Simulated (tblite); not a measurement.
C₅H₈NSi (charge -1).
Z-matrix (Å and degrees, GFN2-xTB geometry), rows numbered from 1:
```
C 
C   1  1.3314
C   2  1.4993  1  119.99
Si  2  1.8780  1  124.04  3  -169.37
C   4  1.9149  2  106.37  1   -35.27
C   4  1.8506  2  101.84  1  -142.83
N   6  1.1609  4  164.82  2  -121.06
H   1  1.0806  2  121.71  3   178.76
H   1  1.0880  2  123.15  3    -2.08
H   3  1.0906  2  110.07  1   131.12
H   3  1.0916  2  109.74  1  -111.43
H   3  1.0938  2  112.28  1     9.51
H   5  1.0900  4  110.04  2  -165.75
H   5  1.0920  4  114.22  2   -44.36
H   5  1.0902  4  109.97  2    76.56
```

Calculated harmonic vibrations of the isolated species, GFN2-xTB (tblite), most abundant isotopes, no scaling. Errors from tens to a few hundred cm⁻¹ against measured bands are possible. One conformer, not necessarily the lowest.

Harmonic wavenumbers (cm⁻¹): 57.3, 87.4, 126.4, 130.2, 135.3, 152.6, 273.8, 325.7, 345.9, 364.6, 409.8, 588.4, 661.6, 666.0, 722.9, 809.5, 817.2, 821.5, 965.6, 1006.6, 1038.0, 1218.2, 1378.8, 1399.7, 1442.6, 1497.8, 1511.5, 1532.1, 1549.9, 1643.6, 2212.9, 2934.8, 2935.7, 2949.5, 2969.5, 2974.1, 2991.0, 2994.3, 3057.4.

A = 2718, B = 1818, C = 1191 MHz; mass 110.043 u (most abundant isotopes); point group C1, symmetry number 1.

Task: What is the zero-point energy?

Result: ½Σν̃ = 24850 cm⁻¹ = 297.27 kJ/mol.

Task: Give the ideal-gas entropy at 200 K and 1 bar in the rigid-rotor, harmonic-oscillator model (classical rotation).

Result: Translation 159.18, rotation 113.81, vibration 79.35: S = 352.3 J/(mol K).

Task: And Cp and H(200 K) − H(0)?

Result: Cp = 116.21 J/(mol K), of which vibrations give 82.95 (their classical limit is 39 R = 324.3); H(200 K) − H(0) = 15.44 kJ/mol without the zero-point energy, 8.79 from vibrations.

Task: Which modes carry the vibrational entropy at 200 K?

Result: 57.3 cm⁻¹: 15.74; 87.4 cm⁻¹: 12.31; 126.4 cm⁻¹: 9.39; 130.2 cm⁻¹: 9.16; 135.3 cm⁻¹: 8.86; 152.6 cm⁻¹: 7.94 J/(mol K); the other 33 give 15.96 together.

Task: Blend soft modes into free rotors: weight 1/[1 + (100 cm⁻¹/ν̃)⁴] for the oscillator and the rest for a rotor with moment μB/(μ + B), μ = h/(8π²ν), B = 10⁻⁴⁴ kg m². What vibrational entropy results?

Result: 75.81 J/(mol K) in place of 79.35, which changes −T·S at 200 K by +0.71 kJ/mol.

Hindered rotation and anharmonicity are outside this model. Other conformers, if any are populated, would add a mixing term that is left out. The structure is chiral; the term R ln 2 for an equal mix with its mirror image is left out.
